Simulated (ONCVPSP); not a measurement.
# Ir: one change to an ONCV potential, before and after

| Property | Result |
| --- | --- |
| Element | Ir (Z = 77) |
| Generator | ONCVPSP 4.0.1 |
| Type | optimised norm-conserving Vanderbilt (ONCV) |
| Functional | revPBE |
| Relativity | fully relativistic |
| Frozen core | [Kr] 4d10 4f14 |
| Valence charge | 17 |
| Reference configuration | 5s2 5p6 5d7 (charge +2) |
| Partial waves | 5s: rc 1.10 bohr, ncon 3, nbas 6, qcut 5.8 1/bohr, 2 projectors, debl 2.8 Ha; 5p: rc 1.85 bohr, ncon 4, nbas 7, qcut 6.9 1/bohr, 2 projectors, debl 1.2 Ha; 5d: rc 2.20 bohr, ncon 3, nbas 8, qcut 6 1/bohr, 2 projectors, debl 0.8 Ha |
| Local potential | polynomial inside 0.75 bohr (lpopt 5, dvloc0 4 Ha) |
| Core correction | none |

Open shells are filled in proportion to 2j + 1.

In the s channel the program set the typed energies aside and used -4.237, 0.250 Ha. In the p channel the program set the typed energies aside and used -2.521, 0.250 Ha (j = l + 1/2; the other j can differ). In the d channel the program set the typed energies aside and used -0.874, 0.250 Ha (j = l + 1/2; the other j can differ).

Change: p: qcut 5.

Cutoffs: the cutoffs (Ha) at which the residual kinetic energy of the hardest occupied pseudo-wave falls to 1 and 0.1 mHa per electron; they do not see the model core or the augmentation charge, which bear on the density cutoff. Errors are all-electron minus pseudo energies relative to the spin-unpolarised reference configuration.

Q: What does the change do?

A: Both files keep a bound ghost (s); the errors of the 4 common tests hardly move; the range in which the p1/2 phases agree widens (upper end 3.1 → at the end of the scan).

| quantity | base | changed |
| --- | --- | --- |
| bound ghosts | s | s |
| GHOST(+) flags under 300 eV | p3/2 at 37.9 eV, p1/2 at 92.9 eV, d5/2 at 118.6 eV, d3/2 at 146.4 eV | p3/2 at 47.3 eV, d5/2 at 118.6 eV, d3/2 at 146.4 eV, p1/2 at 168.7 eV |
| error for 5s2 5p6 5d7 6s2, meV [ΔE -27.13 eV] | +2.6 | +2.3 |
| error for 5s2 5p6 5d7 6s1, meV [ΔE -17.34 eV] | +0.2 | +0.1 |
| error for 5s2 5p6 5d6, meV [ΔE 30.45 eV] | +13 | +13 |
| error for 5s2 5p6 5d8, meV [ΔE -18.64 eV] | +6.4 | +6.3 |
| s: phases at 1.12 bohr within 0.05 rad from the reference energy up to (Ha; the scan ends near 5) | to the end of the scan | to the end of the scan |
| p3/2: phases at 1.88 bohr within 0.05 rad from the reference energy up to (Ha; the scan ends near 5) | 1.3 | 1.6 |
| p1/2: phases at 1.88 bohr within 0.05 rad from the reference energy up to (Ha; the scan ends near 5) | 3.1 | to the end of the scan |
| d5/2: phases at 2.23 bohr within 0.05 rad from the reference energy up to (Ha; the scan ends near 5) | 4.2 | 4.2 |
| d3/2: phases at 2.23 bohr within 0.05 rad from the reference energy up to (Ha; the scan ends near 5) | to the end of the scan | to the end of the scan |

 A true bound ghost makes a file unfit for plane-wave use even where its test errors are small: the radial tests pick states by their node count and pass the ghost by.
